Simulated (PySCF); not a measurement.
CH8GeN2O2, SMILES C[O][Ge]([NH2])([NH2])[OH], PBE0/def2-SVP optimised geometry. Atoms within 1.6 Å of the plane z = 0.8 Å (x, y, z in Å): C1 (-1.79, -1.48, 1.60), O2 (-0.49, -1.00, 1.41), Ge3 (-0.09, 0.01, 0.00), N4 (-0.84, 1.65, 0.00), N5 (1.72, 0.01, 0.00), H7 (-2.52, -0.66, 1.77), H9 (-2.15, -2.06, 0.73), H10 (-1.66, 1.73, -0.59), H11 (-1.02, 2.06, 0.91), H12 (2.14, -0.47, 0.80), H13 (2.15, 0.91, -0.14).

Method: PySCF with PBE0/def2-TZVP.

Map of the log10 of the electron density (e/bohr³), floored at −4 on the plane z = 0.8 Å:

```
|                           |
|                           |
|          ..               |
|        .::::..            |
|      .:-====-:.           |
|      :-=+**+=-:.          |
|     .-=*#%%*+=-..         |
|     :-+*%@@#*=-::::..     |
|     :-+#%@@#*+=-----:.    |
|    .:-+*#%%#*+===++=-:.   |
|    .:-=*####**++***+=-.   |
|    .:-=+**###***###*+-:   |
|   .:--==+*#######%##+=:.  |
|  .:-====+*#%%###%%%%*=:.  |
|  .-=++++*#%%%###%@@%*=-.  |
|  :-=+***#%@@%#**#%@%*=:.  |
|  :-+*####%@@%#*++*#*+-:   |
|  :-+*#%%#%%@%*+===+=-:.   |
|  .-+#%@%#####*=----::.    |
|  .-+#@@%#***+=-:....      |
|  .-=*#%#*+===-:.          |
|   :-+***+=-::..           |
|   .:-===-:..              |
|    .::-::.                |
|      ...                  |
|                           |
|                           |
```
Scale: ten equal steps from -4.00 (start of ' ') to -0.450 (end of '@'), in the order ' .:-=+*#%@'; x runs from -4.50 to 4.50, y from -4.50 (bottom) to 4.50 (top).
